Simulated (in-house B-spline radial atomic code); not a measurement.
A run on neutral iron (an excited or competing configuration) that did not converge. Method: scalar-relativistic (X2C) B97-1, spin-polarised, spherical fractional occupations, Fermi nucleus of rms radius 3.7377 fm; computed with a B-spline radial code for spherical atoms. In the input, 2p2,3 would mean two up and three down electrons.

Command:
```bash
python run_scf.py task.json out
```
Settings (nuclear radius in fm, mass in u):
```
Z                26
configuration    1s2 2s2 2p6 3s2 3p6 3d2,3 4s2 5f0,1
hamiltonian      x2c
method           b97_1
spin_polarised   True
nucleus          fermi
rms_radius       3.7377
atomic_mass      55.93494
speed_of_light   137.035999084
```

First and last ten iterations of the last attempt (damped for 15 steps, keeping 80 % of the old Fock matrix, then DIIS):
```
 iter        energy (Eh)    residual
    1       -1258.483002    4.03e-01
    2       -1264.518382    4.69e-01
    3       -1267.926581    3.33e-01
    4       -1269.817748    2.24e-01
    5       -1270.801223    1.44e-01
    6       -1271.306969    9.02e-02
    7       -1271.531100    6.52e-02
    8       -1271.632846    4.69e-02
    9       -1271.677863    3.38e-02
   10       -1271.698355    2.53e-02
  111       -1271.720160    3.40e-05
  112       -1271.720162    3.40e-05
  113       -1271.720164    4.21e-05
  114       -1271.720161    3.07e-05
  115       -1271.720163    3.43e-05
  116       -1271.720163    3.13e-05
  117       -1271.720163    3.39e-05
  118       -1271.720163    3.23e-05
  119       -1271.720164    3.88e-05
  120       -1271.720164    3.96e-05
 not converged after 120 iterations
```

The smallest residual met was 2.1e-05; the threshold is about 3e-07. Over the last five steps the energy moves by less than 2e-06 hartree, but the orbitals didn't meet the threshold. Run time, properties included: 8.4 s on 1 thread of Arm Neoverse V1, with other jobs on the host.
